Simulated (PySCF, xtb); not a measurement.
C₂H₁₁NSi₃, SMILES C[SiH2][Si@@H]1CN[SiH2]1. Other conformers were not sampled.

Harmonic wavenumbers (cm⁻¹) from GFN2-xTB (xtb) at its own minimum, in rising order: 3, 59, 71, 109, 140, 151, 312, 364, 396, 417, 439, 491, 522, 544, 558, 602, 647, 659, 697, 738, 765, 805, 820, 832, 835, 874, 1087, 1139, 1170, 1334, 1371, 1490, 1492, 1506, 2051, 2118, 2159, 2177, 2188, 2866, 2908, 3024, 3028, 3031, 3455.

Q: What does r2SCAN-D4/def2-SVP (PySCF 2.14.0) give at its own minimum? (An estimate is asked for; the answer gives what the named calculation found.)

A: 38, 50, 75, 131, 164, 186, 357, 376, 427, 435, 469, 479, 587, 625, 644, 662, 678, 698, 731, 759, 824, 829, 878, 884, 926, 1000, 1062, 1163, 1171, 1251, 1333, 1431, 1432, 1477, 2155, 2175, 2189, 2195, 2199, 2974, 3018, 3036, 3143, 3147, 3577. Paired by order, the mean absolute difference is 49 cm⁻¹ and the zero-point energies are 75.0 and 77.3 kcal/mol.
